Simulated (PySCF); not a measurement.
## How the method changes the constants of GeO⁺

State: ²Π (doublet), unpaired electrons π ↑. Set-up: basis Ge pcseg-1, O pcseg-1; no relativity; PySCF 2.14. De refers to Ge⁺ + O in their high-spin ground configurations, without counterpoise correction. The functionals are run spin-unrestricted. A positive dipole points towards O; it is taken about the centre of mass and depends on that origin.

| Level | Re (Å) | ωe (cm⁻¹) | De (eV) | μ (D) |
| --- | --- | --- | --- | --- |
| UHF | 1.786 | 757 | 1.43 | -2.78 |
| UHF-MP2 | 1.814 | 719 | 3.20 | n/a |
| UHF-SCS-MP2 | 1.815 | 715 | 3.10 | n/a |
| UHF-CCSD | 1.817 | 707 | 2.96 | n/a |
| UHF-CCSD(T) | 1.826 | 688 | 3.09 | n/a |
| PBE | 1.841 | 671 | 4.00 | -2.16 |
| revPBE | 1.849 | 661 | 3.76 | -2.18 |
| TPSS | 1.834 | 681 | 3.77 | -2.18 |
| r²SCAN | 1.817 | 701 | 3.75 | -2.20 |
| PBE0 | 1.812 | 712 | 3.50 | -2.37 |
| CAM-B3LYP | 1.804 | 728 | 3.55 | -2.39 |
| B2PLYP | 1.821 | 698 | 3.42 | -2.68 |

Task: Which functional lies closest to UHF-CCSD(T) in De, which farthest, and by how much do they differ from it?

Result: Closest is B2PLYP (-0.5 pm in Re, +1.5 % in ωe, +0.33 eV in De against UHF-CCSD(T) in the same basis), farthest PBE (+1.5 pm in Re, -2.5 % in ωe, +0.91 eV in De). CCSD(T) converges more slowly with the basis than the functionals do and binds too weakly in this one, so the order can change at the basis-set limit.

Task: What does a quarter of exact exchange do here, going from PBE to PBE0?

Result: PBE0 less PBE: -2.9 pm in Re, +6.1 % in ωe, -0.50 eV in De. Exact exchange removes part of the self-interaction that spreads semilocal densities, and in most molecules shortens and stiffens the bond and lowers De; so it does here.

Task: What does the step from GGA to meta-GGA do here, going from PBE to r²SCAN?

Result: r²SCAN less PBE: -2.4 pm in Re, +4.5 % in ωe, -0.25 eV in De. 

Correlated steps freeze 10 core orbitals. Correlated levels converge slowly with the basis: in double zeta they bind strong bonds too weakly, by up to about 1 eV, and carry superposition errors of some tenths. Spin–orbit coupling is left out. For an ion De counts to the pair picked by the measured ionisation energies or electron affinities, which need not be the lowest pair at this level. B2PLYP dipoles, levels and charges come from its SCF part alone. The state was picked by a PBE0 search and need not be the measured ground state.
